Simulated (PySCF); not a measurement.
**TDDFT excited states: C2H6N2Si**

Species: C2H6N2Si.
SMILES: `N[SiH](C#C)N`

Level of theory: TDDFT PBE0/def2-SVPD, vertical, gas phase, core orbitals frozen in the response (PySCF). The structure is a single PBE0-D3(BJ)/def2-SVP conformer in the gas phase; no vibrational or solvent corrections. Torsions of this conformer, `[CH:1]#[C:2][SiH:3]([NH2:4])[NH2:5]`: H–N4–Si3–C2 -59°, H–N4–Si3–C2 85°, H–N5–Si3–C2 -28°, H–N5–Si3–C2 -177°.

```json
{"state": "S1", "λ (nm)": "205.6", "E (eV)": "6.03", "f": "0.0012", "main configurations (H = HOMO, L = LUMO)": "H-2→L (40%), H→L+1 (16%), H-3→L+1 (12%)"}
{"state": "S2", "λ (nm)": "199.6", "E (eV)": "6.21", "f": "0.016", "main configurations (H = HOMO, L = LUMO)": "H→L (28%), H-2→L+1 (24%), H-1→L (16%)"}
{"state": "S3", "λ (nm)": "198.9", "E (eV)": "6.23", "f": "0.0093", "main configurations (H = HOMO, L = LUMO)": "H→L+1 (35%), H-2→L (26%), H→L (16%)"}
{"state": "S4", "λ (nm)": "194.4", "E (eV)": "6.38", "f": "0.0076", "main configurations (H = HOMO, L = LUMO)": "H-1→L+1 (57%), H→L+1 (26%)"}
{"state": "S5", "λ (nm)": "190.4", "E (eV)": "6.51", "f": "0.023", "main configurations (H = HOMO, L = LUMO)": "H→L (44%), H-1→L (40%)"}
{"state": "S6", "λ (nm)": "186.3", "E (eV)": "6.66", "f": "0.052", "main configurations (H = HOMO, L = LUMO)": "H-3→L (38%), H-1→L (28%), H-2→L+1 (8%)"}
{"state": "S7", "λ (nm)": "180.2", "E (eV)": "6.88", "f": "0.026", "main configurations (H = HOMO, L = LUMO)": "H-3→L+1 (46%), H-1→L+1 (25%), H→L+1 (10%)"}
{"state": "S8", "λ (nm)": "172.8", "E (eV)": "7.18", "f": "0.016", "main configurations (H = HOMO, L = LUMO)": "H→L+2 (85%)"}
{"state": "S9", "λ (nm)": "169.7", "E (eV)": "7.31", "f": "0.010", "main configurations (H = HOMO, L = LUMO)": "H-1→L+2 (81%)"}
{"state": "S10", "λ (nm)": "161.0", "E (eV)": "7.70", "f": "0.057", "main configurations (H = HOMO, L = LUMO)": "H-2→L+2 (64%), H-2→L+1 (18%)"}
```

Triplets (Tamm–Dancoff): T1 4.84 eV, H-3→L (25%), H-2→L+1 (24%), H-1→L (10%); T2 5.34 eV, H-2→L+1 (36%), H-3→L (17%), H-2→L+2 (9%); T3 5.34 eV, H-2→L (38%), H-3→L+1 (19%), H-2→L+1 (11%); T4 6.00 eV, H→L+1 (54%), H-2→L (24%).

The lowest singlet comes at 206 nm (582 kJ/mol) in the ultraviolet; it is very weak; its leading configuration is HOMO-2→LUMO (40%). The strongest level in the table is S10 at 7.70 eV (161 nm, f = 0.057). It is the last of those listed, so stronger ones may follow. Löwdin shares by element: HOMO nitrogen 61%, silicon 10%, carbon 6% or more (atoms not listed hold the other 22%); LUMO carbon 54%, silicon 17%, nitrogen 8% or more (atoms not listed hold the other 21%). The oscillator strengths of these states sum to 0.218; summed over the whole spectrum of an exact calculation they would give the number of electrons, 46 (Thomas–Reiche–Kuhn). Of the 10 states listed, 6 reach f = 0.01 and none stays under 0.0005. The listed states span 1.67 eV, and the widest gap between neighbours is 0.40 eV (S9 to S10). All these states lie below the vertical ionisation energy of 9.39 eV (ΔSCF). Only the lowest 10 singlets were computed, as vertical energies without vibronic structure.
